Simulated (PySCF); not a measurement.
## Computed NMR parameters against published values

Molfile (atoms numbered from 1):
```
C6H14O3
     RDKit          3D

 23 22  0  0  0  0  0  0  0  0999 V2000
    4.3404    1.0134   -0.7561 C   0  0  0  0  0  0  0  0  0  0  0  0
    3.0185    0.6233   -1.0289 O   0  0  0  0  0  0  0  0  0  0  0  0
    2.3339    0.1811    0.1186 C   0  0  0  0  0  0  0  0  0  0  0  0
    0.9081   -0.1865   -0.2791 C   0  0  0  0  0  0  0  0  0  0  0  0
    0.2243   -0.5958    0.8850 O   0  0  0  0  0  0  0  0  0  0  0  0
   -1.0318   -1.1825    0.6536 C   0  0  0  0  0  0  0  0  0  0  0  0
   -2.1102   -0.1832    0.2193 C   0  0  0  0  0  0  0  0  0  0  0  0
   -3.3523   -0.8432    0.2634 O   0  0  0  0  0  0  0  0  0  0  0  0
   -4.4288   -0.0031   -0.0660 C   0  0  0  0  0  0  0  0  0  0  0  0
    4.7753    1.3216   -1.7045 H   0  0  0  0  0  0  0  0  0  0  0  0
    4.3694    1.8515   -0.0488 H   0  0  0  0  0  0  0  0  0  0  0  0
    4.9225    0.1825   -0.3389 H   0  0  0  0  0  0  0  0  0  0  0  0
    2.8326   -0.6966    0.5560 H   0  0  0  0  0  0  0  0  0  0  0  0
    2.3031    0.9711    0.8836 H   0  0  0  0  0  0  0  0  0  0  0  0
    0.4319    0.6888   -0.7405 H   0  0  0  0  0  0  0  0  0  0  0  0
    0.9313   -0.9973   -1.0206 H   0  0  0  0  0  0  0  0  0  0  0  0
   -1.3345   -1.6197    1.6077 H   0  0  0  0  0  0  0  0  0  0  0  0
   -0.9591   -1.9839   -0.0947 H   0  0  0  0  0  0  0  0  0  0  0  0
   -2.1039    0.6786    0.9049 H   0  0  0  0  0  0  0  0  0  0  0  0
   -1.9163    0.1855   -0.8003 H   0  0  0  0  0  0  0  0  0  0  0  0
   -4.3213    0.4041   -1.0792 H   0  0  0  0  0  0  0  0  0  0  0  0
   -5.3269   -0.6143   -0.0135 H   0  0  0  0  0  0  0  0  0  0  0  0
   -4.5111    0.8317    0.6411 H   0  0  0  0  0  0  0  0  0  0  0  0
  1  2  1  0
  2  3  1  0
  3  4  1  0
  4  5  1  0
  5  6  1  0
  6  7  1  0
  7  8  1  0
  8  9  1  0
  1 10  1  0
  1 11  1  0
  1 12  1  0
  3 13  1  0
  3 14  1  0
  4 15  1  0
  4 16  1  0
  6 17  1  0
  6 18  1  0
  7 19  1  0
  7 20  1  0
  9 21  1  0
  9 22  1  0
  9 23  1  0
M  END
```

Measured values that the calculation should reproduce: δ 13C C1/C9 59.1; δ 1H H10/H11/H12/H21/H22/H23 3.35 ppm (measured; solution, CD3OD, 298 K; Fulmer et al., Organometallics 2010, 29, 2176).
δ 13C C1/C9 59.0; δ 1H H10/H11/H12/H21/H22/H23 3.39 ppm (measured; solution, CDCl3, 298 K; Fulmer et al., Organometallics 2010, 29, 2176).
δ 13C C1/C9 58.7 ppm (measured; solution, C6D6, 298 K; Fulmer et al., Organometallics 2010, 29, 2176).
δ 13C C1/C9 58.7; δ 1H H10/H11/H12/H21/H22/H23 3.37 ppm (measured; solution, D2O, 298 K; Fulmer et al., Organometallics 2010, 29, 2176).

- PBE0/pcSseg-1 with gauge-including orbitals
- geometry: GFN2-xTB
- code: PySCF 2.14
- non-relativistic Hamiltonian, one computed conformer, equivalent nuclei averaged, isolated molecule

Task: How close does the calculation come?

Result: 
Reference values: measured (solution, CD3OD, 298 K; Fulmer et al., Organometallics 2010, 29, 2176).
```csv
atoms,quantity,reference,computed,"computed, scaled"
C1/C9,δ 13C,59.1,62.0,58.2
H10/H11/H12/H21/H22/H23,δ 1H,3.35,3.56,3.44
```

Reference values: measured (solution, CDCl3, 298 K; Fulmer et al., Organometallics 2010, 29, 2176).
```
                  atoms  quantity  reference  computed  computed, scaled
                  C1/C9     δ 13C       59.0      62.0              58.2
H10/H11/H12/H21/H22/H23      δ 1H       3.39      3.56              3.44
```

Reference values: measured (solution, C6D6, 298 K; Fulmer et al., Organometallics 2010, 29, 2176).
```tsv
atoms	quantity	reference	computed	computed, scaled
C1/C9	δ 13C	58.7	62.0	58.2
```

Reference values: measured (solution, D2O, 298 K; Fulmer et al., Organometallics 2010, 29, 2176).
```tsv
atoms	quantity	reference	computed	computed, scaled
C1/C9	δ 13C	58.7	62.0	58.2
H10/H11/H12/H21/H22/H23	δ 1H	3.37	3.56	3.44
```

Computed shifts are σ(ref) − σ with the named reference compound (TMS for H and C) calculated as an isolated molecule at the same level. The measured values may be among those fitted. Shieldings were converted by linear fits to measured shifts (mostly CDCl3, TMS scale, for H and C): 1H: δ = 30.01 − 0.943σ (rms 0.17 ppm, 504 shifts, 0.18 ppm with the 4 outliers that the fit left out); 13C: δ = 179.97 − 0.974σ (rms 2.1 ppm, 958 shifts, 2.3 ppm with the 13 outliers that the fit left out). Occasional misses reach two or three times the rms, and more in compound classes unlike the fitted ones.

Task: How far are the unscaled 13C shifts from the references?

Result: Mean signed difference +3.12 ppm, mean absolute 3.12 ppm over 4 comparisons; the largest is +3.3 ppm at C1/C9 (methyl carbon bonded to O).

Task: How far are the unscaled 1H shifts from the references?

Result: Mean signed difference +0.19 ppm, mean absolute 0.19 ppm over 3 comparisons; the largest is +0.21 ppm at H10/H11/H12/H21/H22/H23 (hydrogen on a methyl carbon bonded to O).

7 of the 24 published NMR values on file for this molecule are compared. The rest: values from further sources, protons in aromatic solvents.
